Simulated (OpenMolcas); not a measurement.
## Ionisation energies of technetium

```yaml
Program: OpenMolcas 26.06
Basis: ANO-RCC-VQZP [8s7p5d3f2g1h]
Scalar_Hamiltonian: DKH2, point nucleus
Spin-orbit_coupling: RASSI with atomic mean-field integrals over the reference wave functions, term energies averaged over their components
```

Active shells in each charge state: the valence d, s shells, with orbitals averaged over the low states. Where CASPT2's correlated closed shells are named, they are those of the first ion.

A. CASSCF
B. SS-CASPT2, IPEA 0.25 Eh, imaginary shift 0.1 Eh (closed shells correlated: 4s 4p)
C. SS-CASPT2, IPEA 0.25 Eh, imaginary shift 0.1 Eh (closed shells correlated: 3d 4s 4p)
D. SS-CASPT2, IPEA 0 Eh, imaginary shift 0.1 Eh (closed shells correlated: 4s 4p)

Energies in eV between the lowest computed levels, named as in B; reference values from the NIST Atomic Spectra Database with their kind.

```csv
From,To,A,B,C,D,Spin-orbit share in B,Reference
Tc 4d⁵ 5s² ⁶S_5/2,Tc+ 4d⁵ 5s ⁷S₃,4.738,7.330,7.345,7.479,+0.000,7.119 (measured)
Tc+ 4d⁵ 5s ⁷S₃,Tc2+ 4d⁵ ⁶S_5/2,14.247,15.268,15.295,15.388,+0.000,15.260 (semi-empirical)
```

Other lowest levels: A, Tc 4d⁶ 5s ⁶D_9/2 to 4d⁵ 5s ⁷S₃.

Error against the reference values, in %:

```
From       Reference      A     B     C     D
  Tc        measured  -33.4  +3.0  +3.2  +5.1
 Tc+  semi-empirical   -6.6  +0.1  +0.2  +0.8
```

Absolute error against the one measured value: A 2.38 eV, B 0.21 eV, C 0.23 eV, D 0.36 eV.

The lowest level within the active space need not be the ion's true ground level.
